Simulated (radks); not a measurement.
Spherical quantum dot in the effective-mass picture: electrons in a well V = -V0 / (1 + exp((r - R)/a)) with V0 = 47.8, R = 1.57, a = 0.18, with a point charge +1 (a donor) at the centre, all in effective atomic units (hartree* = m*/eps^2 hartree, bohr* = eps/m* bohr), one dielectric constant everywhere. Method: non-relativistic Kohn-Sham, r2SCAN, spin-polarised, spherical densities, generalised Kohn-Sham scheme; computed with a radial shooting solver with Libxc functionals. Levels are named by radial order and angular momentum (1s, 1p, 1d, 2s, ...), and open shells are averaged over m. Results are scaled to m* = 0.554 and eps = 16.8, for which hartree* = 53.41 meV and bohr* = 1.605 nm.

N = 11, configuration 1s2 1p6 1d(up 3, down 0). This is the lowest configuration that the search found. Occupied and some empty levels:

| level | occupation | eigenvalue (meV) | <r> (nm) |
|---|---|---|---|
| 1s up | 1 | -1902.6 | 1.155 |
| 1s down | 1 | -1895.8 | 1.137 |
| 1p up | 3 | -1766.7 | 1.413 |
| 1p down | 3 | -1754.8 | 1.406 |
| 1d up | 3 | -1604.9 | 1.566 |
| 1d down | 0 | -1590.5 | 1.564 |
| 2s up | 0 | -1555.5 | 1.235 |
| 2s down | 0 | -1547.7 | 1.248 |
| 1f up | 0 | -1415.4 | 1.684 |
| 1f down | 0 | -1399.5 | 1.683 |
| 2p up | 0 | -1309.3 | 1.418 |
| 2p down | 0 | -1299.9 | 1.417 |

Energy (meV): total -22292.5, kinetic 2491.0, external -27555, Hartree 3314.7, exchange-correlation -542.87.

Electron density:

| r (nm) | n(r) (e/nm^3) |
|---|---|
| 0.0586 | 0.4185 |
| 0.206 | 0.3781 |
| 0.353 | 0.3726 |
| 0.501 | 0.3915 |
| 0.648 | 0.4249 |
| 0.795 | 0.4616 |
| 0.942 | 0.4900 |
| 1.09 | 0.4982 |
| 1.24 | 0.4774 |
| 1.38 | 0.4243 |
| 1.53 | 0.3442 |
| 1.68 | 0.2510 |
| 1.83 | 0.1614 |
| 1.97 | 0.09016 |
| 2.12 | 0.04308 |
| 2.27 | 0.01762 |
| 2.42 | 0.006053 |
| 2.56 | 0.001780 |
| 2.71 | 0.0004599 |
| 2.86 | 0.0001087 |
